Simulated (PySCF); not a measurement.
C₂H₅ClGaN, SMILES C=[CH][Ga]([NH2])[Cl].

Coordinates come from a r2SCAN-D4/def2-SVP optimisation. The structure was generated by enumeration; whether it is a known compound was not checked. One conformer was computed; it need not be the lowest.

The numbers are results of r2SCAN-D4/def2-SVP in PySCF, not measurements.

Frequencies are harmonic and unscaled.

```json
[
 {"mode": "1", "ν (cm⁻¹)": "22", "IR (km/mol)": "1.3", "moving atoms (share of kinetic energy)": "C 44 %, H 35 %, Cl 11 %, Ga 10 %"},
 {"mode": "2", "ν (cm⁻¹)": "89", "IR (km/mol)": "2.0", "moving atoms (share of kinetic energy)": "C 31 %, Cl 20 %, Ga 20 %, H 17 %, N 12 %"},
 {"mode": "3", "ν (cm⁻¹)": "144", "IR (km/mol)": "39.6", "moving atoms (share of kinetic energy)": "Ga 34 %, N 34 %, H 17 %, C 11 %"},
 {"mode": "4", "ν (cm⁻¹)": "153", "IR (km/mol)": "4.3", "moving atoms (share of kinetic energy)": "N 41 %, Cl 21 %, H 21 %, Ga 12 %"},
 {"mode": "5", "ν (cm⁻¹)": "220", "IR (km/mol)": "134.3", "moving atoms (share of kinetic energy)": "H 88 %"},
 {"mode": "6", "ν (cm⁻¹)": "281", "IR (km/mol)": "3.5", "moving atoms (share of kinetic energy)": "C 62 %, H 21 %, Cl 10 %"},
 {"mode": "7", "ν (cm⁻¹)": "386", "IR (km/mol)": "6.5", "moving atoms (share of kinetic energy)": "H 99 %"},
 {"mode": "8", "ν (cm⁻¹)": "412", "IR (km/mol)": "54.8", "moving atoms (share of kinetic energy)": "Cl 64 %, Ga 30 %"},
 {"mode": "9", "ν (cm⁻¹)": "474", "IR (km/mol)": "13.6", "moving atoms (share of kinetic energy)": "H 64 %, C 33 %"},
 {"mode": "10", "ν (cm⁻¹)": "584", "IR (km/mol)": "23.1", "moving atoms (share of kinetic energy)": "C 61 %, H 20 %, Ga 13 %"},
 {"mode": "11", "ν (cm⁻¹)": "704", "IR (km/mol)": "72.3", "moving atoms (share of kinetic energy)": "H 78 %, N 19 %"},
 {"mode": "12", "ν (cm⁻¹)": "734", "IR (km/mol)": "61.2", "moving atoms (share of kinetic energy)": "N 65 %, Ga 21 %, H 13 %"},
 {"mode": "13", "ν (cm⁻¹)": "974", "IR (km/mol)": "31.9", "moving atoms (share of kinetic energy)": "H 72 %, C 28 %"},
 {"mode": "14", "ν (cm⁻¹)": "998", "IR (km/mol)": "8.7", "moving atoms (share of kinetic energy)": "H 86 %, C 13 %"},
 {"mode": "15", "ν (cm⁻¹)": "1049", "IR (km/mol)": "12.4", "moving atoms (share of kinetic energy)": "H 93 %"},
 {"mode": "16", "ν (cm⁻¹)": "1257", "IR (km/mol)": "2.2", "moving atoms (share of kinetic energy)": "H 73 %, C 27 %"},
 {"mode": "17", "ν (cm⁻¹)": "1414", "IR (km/mol)": "9.6", "moving atoms (share of kinetic energy)": "H 82 %, C 18 %"},
 {"mode": "18", "ν (cm⁻¹)": "1510", "IR (km/mol)": "34.1", "moving atoms (share of kinetic energy)": "H 90 %, N 10 %"},
 {"mode": "19", "ν (cm⁻¹)": "1649", "IR (km/mol)": "8.9", "moving atoms (share of kinetic energy)": "C 83 %, H 17 %"},
 {"mode": "20", "ν (cm⁻¹)": "3105", "IR (km/mol)": "20.3", "moving atoms (share of kinetic energy)": "H 95 %"},
 {"mode": "21", "ν (cm⁻¹)": "3146", "IR (km/mol)": "2.9", "moving atoms (share of kinetic energy)": "H 92 %, C 8 %"},
 {"mode": "22", "ν (cm⁻¹)": "3198", "IR (km/mol)": "9.8", "moving atoms (share of kinetic energy)": "H 89 %, C 11 %"},
 {"mode": "23", "ν (cm⁻¹)": "3594", "IR (km/mol)": "35.8", "moving atoms (share of kinetic energy)": "H 96 %"},
 {"mode": "24", "ν (cm⁻¹)": "3707", "IR (km/mol)": "36.3", "moving atoms (share of kinetic energy)": "H 91 %, N 9 %"}
]
```
